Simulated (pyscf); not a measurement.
Optimised with ωB97X-D3(BJ)/def2-SVP in PySCF.

Task: Estimate the classical barrier height and the reaction energy of `[NH]=[SiH]` [doublet] -> `[N]=[SiH2]` [doublet] at ωB97M-D3(BJ)/def2-TZVP. The step runs on the doublet surface, breaks H–N and forms H–Si; take the reactant's lowest minimum found as zero.

Result: ΔE‡ = 2.69 eV, ΔE = +1.25 eV. Zero-point energy shifts the barrier by -0.14 eV. It is a hydrogen shift, with an imaginary mode of 1535i cm⁻¹. One saddle was located; it need not be the lowest between these sides.
